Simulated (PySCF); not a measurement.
H$_{3}$B$_{3}$Cl$_{3}$N$_{3}$, triplet, geometry from GFN2-xTB (a higher spin typed on purpose: for a closed-shell molecule this is an excited state); PySCF with HF/STO-3G.

Input for PySCF:
```python
from pyscf import gto, scf

mol = gto.M(
    atom='''
Cl   -1.10649196   -1.84293719   -1.64771566
B    -0.95953359   -1.46119950    0.26215245
N    -1.56305259   -0.11276765    0.40979466
B    -0.81681400    1.07137412    0.39637990
Cl   -1.58329854    2.62309703    0.55450241
N     0.60918933    0.98761877    0.32062072
B     1.29129520   -0.25970843    0.28710138
Cl    3.02849275   -0.32241355    0.32126765
N     0.53610941   -1.44407671    0.30613104
H    -2.56746590   -0.05596115    0.49105826
H     1.14733329    1.84103989    0.36335792
H     1.01173361   -2.33451739    0.28466587
''',
    basis='sto-3g',
    spin=2,
    verbose=4,
)

mf = scf.UHF(mol)
mf.kernel()
```

Question: Predict the main parts of the log of this PySCF run.

Answer: 
```
PySCF version 2.14.0

[INPUT] verbose = 4
[INPUT] num. atoms = 12
[INPUT] num. electrons = 90
[INPUT] charge = 0
[INPUT] spin (= nelec alpha-beta = 2S) = 2
[INPUT] symmetry False subgroup None
[INPUT] Mole.unit = angstrom
[INPUT] Symbol           X                Y                Z      unit          X                Y                Z       unit  Magmom
[INPUT]  1 Cl    -1.106491960000  -1.842937190000  -1.647715660000 AA   -2.090966763433  -3.482646553876  -3.113731328557 Bohr   0.0
[INPUT]  2 B     -0.959533590000  -1.461199500000   0.262152450000 AA   -1.813255692421  -2.761266868351   0.495396333384 Bohr   0.0
[INPUT]  3 N     -1.563052590000  -0.112767650000   0.409794660000 AA   -2.953741313392  -0.213099974211   0.774399674709 Bohr   0.0
[INPUT]  4 B     -0.816814000000   1.071374120000   0.396379900000 AA   -1.543554754710   2.024603663747   0.749049452282 Bohr   0.0
[INPUT]  5 Cl    -1.583298540000   2.623097030000   0.554502410000 AA   -2.992000614024   4.956934984860   1.047857690311 Bohr   0.0
[INPUT]  6 N      0.609189330000   0.987618770000   0.320620720000 AA    1.151200991707   1.866328990780   0.605885350661 Bohr   0.0
[INPUT]  7 B      1.291295200000  -0.259708430000   0.287101380000 AA    2.440194273965  -0.490777804941   0.542542978185 Bohr   0.0
[INPUT]  8 Cl     3.028492750000  -0.322413550000   0.321267650000 AA    5.723021867731  -0.609273308349   0.607107871183 Bohr   0.0
[INPUT]  9 N      0.536109410000  -1.444076710000   0.306131040000 AA    1.013099957702  -2.728909484763   0.578503823828 Bohr   0.0
[INPUT] 10 H     -2.567465900000  -0.055961150000   0.491058260000 AA   -4.851807385160  -0.105751247116   0.927965622605 Bohr   0.0
[INPUT] 11 H      1.147333290000   1.841039890000   0.363357920000 AA    2.168145691696   3.479061176499   0.686646953992 Bohr   0.0
[INPUT] 12 H      1.011733610000  -2.334517390000   0.284665870000 AA    1.911899433918  -4.411598500134   0.537940531311 Bohr   0.0

nuclear repulsion = 612.523687771328
number of shells = 36
number of NR pGTOs = 180
number of NR cGTOs = 60
basis = sto-3g
ecp = {}

******** <class 'pyscf.scf.uhf.UHF'> ********
method = UHF
initial guess = minao
damping factor = 0
level_shift factor = 0
DIIS = <class 'pyscf.scf.diis.CDIIS'>
diis_start_cycle = 1
diis_space = 8
diis_damp = 0
SCF conv_tol = 1e-09
SCF conv_tol_grad = None
SCF max_cycles = 50
direct_scf = True
direct_scf_tol = 1e-13
number electrons alpha = 46  beta = 44
Set gradient conv threshold to 3.16228e-05
init E= -1601.37959233913

cycle= 1 E= -1599.91573707878  delta_E= 1.46  |g|= 0.379  |ddm|= 3.45
cycle= 2 E= -1600.07296296033  delta_E= -0.157  |g|= 0.136  |ddm|= 0.915
cycle= 3 E= -1600.0912797521  delta_E= -0.0183  |g|= 0.0565  |ddm|= 0.269
cycle= 4 E= -1600.09709953747  delta_E= -0.00582  |g|= 0.0276  |ddm|= 0.157
cycle= 5 E= -1600.0991719774  delta_E= -0.00207  |g|= 0.0171  |ddm|= 0.09
cycle= 6 E= -1600.10081419433  delta_E= -0.00164  |g|= 0.0122  |ddm|= 0.104
cycle= 7 E= -1600.10170981711  delta_E= -0.000896  |g|= 0.00954  |ddm|= 0.0741
cycle= 8 E= -1600.10268142929  delta_E= -0.000972  |g|= 0.00674  |ddm|= 0.109
cycle= 9 E= -1600.1031594283  delta_E= -0.000478  |g|= 0.0035  |ddm|= 0.108
cycle= 10 E= -1600.10319079987  delta_E= -3.14e-05  |g|= 0.00266  |ddm|= 0.0155
cycle= 11 E= -1600.10322069049  delta_E= -2.99e-05  |g|= 0.00104  |ddm|= 0.0348
cycle= 12 E= -1600.10322343231  delta_E= -2.74e-06  |g|= 0.000389  |ddm|= 0.00533
cycle= 13 E= -1600.10322410853  delta_E= -6.76e-07  |g|= 0.000231  |ddm|= 0.00215
cycle= 14 E= -1600.10322438689  delta_E= -2.78e-07  |g|= 0.000123  |ddm|= 0.00175
cycle= 15 E= -1600.10322445797  delta_E= -7.11e-08  |g|= 7.45e-05  |ddm|= 0.00085
cycle= 16 E= -1600.10322448348  delta_E= -2.55e-08  |g|= 4.56e-05  |ddm|= 0.00042
cycle= 17 E= -1600.10322449672  delta_E= -1.32e-08  |g|= 2.58e-05  |ddm|= 0.000378
cycle= 18 E= -1600.10322450153  delta_E= -4.81e-09  |g|= 1.44e-05  |ddm|= 0.000246
cycle= 19 E= -1600.10322450287  delta_E= -1.34e-09  |g|= 7.64e-06  |ddm|= 0.000147
cycle= 20 E= -1600.1032245032  delta_E= -3.36e-10  |g|= 3.25e-06  |ddm|= 6.6e-05
Extra cycle  E= -1600.10322450322  delta_E= -1.73e-11  |g|= 2.27e-06  |ddm|= 7.44e-06
converged SCF energy = -1600.10322450322  <S^2> = 2.0350739  2S+1 = 3.0232922
```
